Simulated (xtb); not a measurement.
I3Si, doublet, from a rough starting geometry; GFN2-xTB (xtb 6.7.1).

Here is a job for xtb.
```
$ xtb mol.xyz --gfn 2 --uhf 1 --opt vtight --json

# file mol.xyz
4

I     -1.91800120    -1.44746856    -0.18575834
Si    -0.02199618    -0.02144753     0.66642571
I      2.07403927    -0.96609967    -0.25728577
I     -0.06958702     2.32880845    -0.19057266
```

### Question
Write the output that xtb gives for this input, abridged.

### Answer

```
   ID    Z sym.   atoms
    1   53 I      1, 3, 4
    2   14 Si     2

           -------------------------------------------------
          |                Calculation Setup                |
           -------------------------------------------------

           -------------------------------------------------
          |                 G F N 2 - x T B                 |
           -------------------------------------------------

          ...................................................
          :                      SETUP                      :
          :.................................................:
          :  # basis functions                  40          :
          :  # atomic orbitals                  36          :
          :  # shells                           12          :
          :  # electrons                        25          :
          :  max. iterations                   250          :
          :  Hamiltonian                  GFN2-xTB          :
          :  restarted?                      false          :
          :  GBSA solvation                  false          :
          :  PC potential                    false          :
          :  electronic temp.          300.0000000     K    :
          :  accuracy                    1.0000000          :
          :  -> integral cutoff          0.2500000E+02      :
          :  -> integral neglect         0.1000000E-07      :
          :  -> SCF convergence          0.1000000E-05 Eh   :
          :  -> wf. convergence          0.1000000E-03 e    :
          :  Broyden damping             0.4000000          :
          :  net charge                          0          :
          :  unpaired electrons                  1          :
          ...................................................

 iter      E             dE          RMSdq      gap      omega  full diag
   1    -13.1160085 -0.131160E+02  0.916E+00    3.66       0.0  T
   2    -13.0694613  0.465471E-01  0.924E+00    3.00       1.0  T
   3    -13.2391813 -0.169720E+00  0.402E+00    3.44       1.0  T
   4    -13.2171443  0.220370E-01  0.347E+00    3.24       1.0  T
   5    -13.2455112 -0.283668E-01  0.194E+00    3.29       1.0  T
   6    -13.2542598 -0.874860E-02  0.891E-01    3.38       1.0  T
   7    -13.2559876 -0.172786E-02  0.480E-01    3.36       1.0  T
   8    -13.2566189 -0.631308E-03  0.142E-01    3.35       1.0  T
   9    -13.2566482 -0.292424E-04  0.744E-02    3.35       1.0  T
[...]
 * total energy  :   -13.2371715 Eh     change       -0.5323595E-03 Eh
 * total energy  :   -13.2372176 Eh     change       -0.4613695E-04 Eh
 * total energy  :   -13.2372912 Eh     change       -0.7355543E-04 Eh
 * total energy  :   -13.2373374 Eh     change       -0.4621071E-04 Eh
 * total energy  :   -13.2373424 Eh     change       -0.4984452E-05 Eh
 * total energy  :   -13.2373505 Eh     change       -0.8168824E-05 Eh
 * total energy  :   -13.2373567 Eh     change       -0.6182306E-05 Eh
 * total energy  :   -13.2373641 Eh     change       -0.7397554E-05 Eh
 * total energy  :   -13.2373643 Eh     change       -0.2004779E-06 Eh
 * total energy  :   -13.2373645 Eh     change       -0.2066465E-06 Eh
 * total energy  :   -13.2373645 Eh     change        0.1046505E-09 Eh
 * total energy  :   -13.2373645 Eh     change       -0.1926656E-08 Eh
   *** GEOMETRY OPTIMIZATION CONVERGED AFTER 15 ITERATIONS ***
         :: total energy             -13.237364536682 Eh    ::
[...]
        23                          0.0002815               0.0077
        24                          0.0002817               0.0077
       ...                                ...                  ...
        36                          1.1010464              29.9610
      -------------------------------------------------------------
                  HL-Gap            0.1281921 Eh            3.4883 eV
             Fermi-level           -0.3555688 Eh           -9.6755 eV

     #   Z          covCN         q      C6AA      α(0)
     1  53 I        0.960    -0.164   384.112    33.833
     2  14 Si       2.583     0.492   175.637    29.085
     3  53 I        0.960    -0.164   384.112    33.833
     4  53 I        0.960    -0.164   384.112    33.833

 Mol. C6AA /au·bohr⁶  :       5154.044540
 Mol. C8AA /au·bohr⁸  :     453402.166039
 Mol. α(0) /au        :        130.582878

Wiberg/Mayer (AO) data.
largest (>0.10) Wiberg bond orders for each atom

 ---------------------------------------------------------------------------
     #   Z sym  total        # sym  WBO       # sym  WBO       # sym  WBO
 ---------------------------------------------------------------------------
     1  53 I    1.295 --     2 Si   1.125
     2  14 Si   3.375 --     1 I    1.125     3 I    1.125     4 I    1.125
     3  53 I    1.295 --     2 Si   1.125
     4  53 I    1.295 --     2 Si   1.125
 ---------------------------------------------------------------------------

Topologies differ in total number of bonds
Writing topology from bond orders to xtbtopo.mol

molecular dipole:
                 x           y           z       tot (Debye)
 q only:        0.016      -0.005       0.785
   full:        0.020      -0.006       0.950       2.415
molecular quadrupole (traceless):
                xx          xy          yy          xz          yz          zz
 q only:       -2.742      -0.002      -2.746       0.205      -0.110       5.488
  q+dip:       -5.663      -0.004      -5.671       0.392      -0.178      11.334
   full:       -5.334      -0.004      -5.341       0.372      -0.171      10.676

optimized geometry written to: xtbopt.xyz

           -------------------------------------------------
          | TOTAL ENERGY              -13.237364536682 Eh   |
          | GRADIENT NORM               0.000000642912 Eh/α |
          | HOMO-LUMO GAP               3.488284195004 eV   |
           -------------------------------------------------

normal termination of xtb
```
